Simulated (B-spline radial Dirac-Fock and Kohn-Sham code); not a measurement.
Pb 3d3/2: cross section and angular parameters

System: the Pb atom, configuration 1s2 2s2 2p6 3s2 3p6 3d10 4s2 4p6 4d10 4f14 5s2 5p6 5d10 6s2 6p2; threshold 2586.0 eV (tabulated edge). Method: Dirac-Hartree-Slater photoionisation with a Latter tail; cross sections with all multipoles, angular parameters from the dipole term and its interference with E2. Computed with a radial atomic solver.

For linearly polarised light dσ/dΩ = σ/(4π) [1 + β P₂(cos θ) + (δ + γ cos²θ) sin θ cos φ], with θ from the polarisation vector and φ the angle between the beam and the projection of the electron momentum on the plane normal to the polarisation.

```csv
hν (eV),σ (kb),β,γ,δ
2984.4,206,0.571,-0.209,-0.026
3020,?,?,?,?
3670,119,0.965,-0.224,0.021
7140,16.9,1.298,0.688,0.118
7940,12.1,1.297,0.869,0.130
8047.8,11.6,1.297,0.892,0.132
12300,2.89,1.225,1.619,0.192
12500,2.74,1.220,1.647,0.195
13000,2.40,1.209,1.713,0.202
13800,1.96,1.192,1.814,0.213
```

Q: Give the values at 3020 eV.

A: σ = 200 kb, β = 0.602, γ = -0.220, δ = -0.025.
